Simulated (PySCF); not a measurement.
Ge(Me)2(OMe)2, SMILES C[O][Ge]([CH3])([CH3])[O]C (C4H12GeO2), singlet, GFN2-xTB optimised geometry.

```
19

C     -1.01     1.95    -0.93
O     -1.36     0.96     0.00
Ge    -0.79    -0.74     0.00
C     -1.70    -1.85    -1.38
C      1.22    -0.74     0.00
O     -1.45    -1.36     1.51
C     -1.43    -0.71     2.76
H     -1.42     2.90    -0.56
H      0.07     2.05    -1.05
H     -1.45     1.75    -1.91
H     -1.27    -1.68    -2.36
H     -1.60    -2.90    -1.12
H     -2.76    -1.59    -1.40
H      1.59    -0.01     0.71
H      1.58    -1.72     0.28
H      1.60    -0.50    -0.99
H     -2.17    -1.21     3.39
H     -1.70     0.34     2.66
H     -0.45    -0.78     3.23
```

Density from PySCF with B3LYP/def2-SVP at that geometry.

Minimum of the electron density along straight lines between bonded atoms, close to the bond critical point (lines longer than 1.1 times the sum of covalent radii, or with two minima, are not listed):

```tsv
bond	length / Å	ρ at the minimum / e bohr⁻³	∇²ρ there / e bohr⁻⁵	position (fraction from the first atom)
C1–O2	1.407	0.257	-0.44	0.35
O2–Ge3	1.794	0.131	0.62	0.53
Ge3–C4	1.987	0.124	0.01	0.47
Ge3–C5	2.007	0.120	0.02	0.47
Ge3–O6	1.762	0.141	0.72	0.47
O6–C7	1.413	0.252	-0.41	0.66
C1–H8	1.092	0.283	-1.08	0.64
C1–H9	1.093	0.281	-1.05	0.63
C1–H10	1.093	0.281	-1.06	0.63
C4–H11	1.086	0.274	-0.99	0.62
C4–H12	1.084	0.275	-1.01	0.63
C4–H13	1.085	0.275	-1.01	0.63
C5–H14	1.087	0.274	-0.99	0.63
C5–H15	1.085	0.275	-1.00	0.63
C5–H16	1.085	0.274	-0.99	0.63
C7–H17	1.091	0.283	-1.08	0.63
C7–H18	1.091	0.284	-1.09	0.64
C7–H19	1.093	0.281	-1.05	0.63
```
